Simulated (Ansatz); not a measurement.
Basis-set extrapolation for CH$_{5}$B$_{2}$FSSi (`FB1[SiH2]BCS1`) (PBE0-D4/def2-TZVP geometry, frozen core, Ansatz). Multiplicity 1, RHF reference.

|  | def2-TZVPP | def2-QZVPP |
| --- | --- | --- |
| HF | -876.200147 | -876.228116 |
| MP2 correlation | -0.893622 | -0.965330 |
| CCSD(T) correlation | -0.990953 | not run |

Energies in hartree. Use E(X) = E(∞) + A·exp(−7.88·√X) for Hartree–Fock and E(X) = E(∞) + B·X^(−2.97) for correlation, with X = 3 and 4, and add CCSD(T) minus MP2 of the smaller set to the MP2 limit.

Problem. What is the CCSD(T) energy at the basis-set limit?

Solution. HF limit: -876.228116 + (-0.027969) × 0.13774 = -876.23197. MP2 limit: -0.965330 + (-0.071708) × 0.74074 = -1.01845. Higher-order term: -0.990953 − (-0.893622) = -0.09733. Total: -877.34775 hartree, 98.3 kcal/mol below CCSD(T)/def2-TZVPP.
